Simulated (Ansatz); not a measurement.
Cl₂H₂NNbO, SMILES `[NH]=[Nb]([OH])([Cl])[Cl]`, relaxed with RKS PBE-D4/def2-SVP in the Gaussian-basis code of Ansatz from a rough embedded geometry. The force threshold is 0.03 eV/Å; the program also tests the step.

The species carries charge 0 and has multiplicity 1. Nb: def2 effective core potential.

Start:

```xyz
7

N    -0.605   -0.417    1.536
Nb    0.157    0.219   -0.061
O    -1.267    0.173   -1.469
Cl    0.922    2.442    0.141
Cl    2.005   -1.160   -0.726
H     0.052   -0.458    2.424
H    -1.264   -0.798   -1.844
```

Problem. How much energy does the relaxation release, and in how many steps? (Estimate.)

Solution. Ansatz gave: 1.30 eV, in 9 steps.

Problem. Which bonds change most? (An estimate is asked.)

Solution. The calculation gave: N1–Nb2 from 1.880 to 1.749 Å; Nb2–O3 from 2.003 to 1.892 Å; N1–H6 from 1.106 to 1.024 Å; Nb2–Cl5 from 2.399 to 2.321 Å.

Problem. Give the relaxed structure. (Best estimate.)

Solution. Computed: 
```xyz
7

N    -0.214   -0.364    1.360
Nb    0.399    0.204   -0.177
O    -0.946   -0.103   -1.472
Cl    0.820    2.476    0.037
Cl    2.300   -1.035   -0.669
H    -0.529   -0.682    2.281
H    -1.830   -0.497   -1.359
```
